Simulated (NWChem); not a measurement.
Species: HSOF2 cation; SMILES S(F)(F)=[OH+]

```xyz
5

O      0.1806     1.4375     0.0000
S     -0.4532     0.0440     0.0000
F      0.2769    -0.6870    -1.1597
F      0.2769    -0.6870     1.1597
H      1.1618     1.5528     0.0000
```
Atoms are numbered in this order, from 1.

All runs: NWChem. Geometry optimised at PBE0/def2-SVP; all other runs use it. Pople sets run with spherical d functions.

| quantity | level | value |
|---|---|---|
| vertical, lowest state with f > 0.02, singlet (eV) | PBE/6-31+G*, TDA | 8.40 |
| solvation free energy (kcal/mol) in toluene | PBE0/6-31G*, SMD | (withheld) |
| charge (e), ESP O1 | Hartree-Fock/6-31G* | -0.41 |
| isotropic polarisability (bohr³), static | BHandHLYP/6-31+G* | 20.9 |
| highest harmonic frequency (cm⁻¹) | PBE0/def2-SVP | (withheld) |

Q: Fill in the missing entries.

A: 
- solvation free energy (kcal/mol) in toluene, value: -37.4
- highest harmonic frequency (cm⁻¹), value: 3592
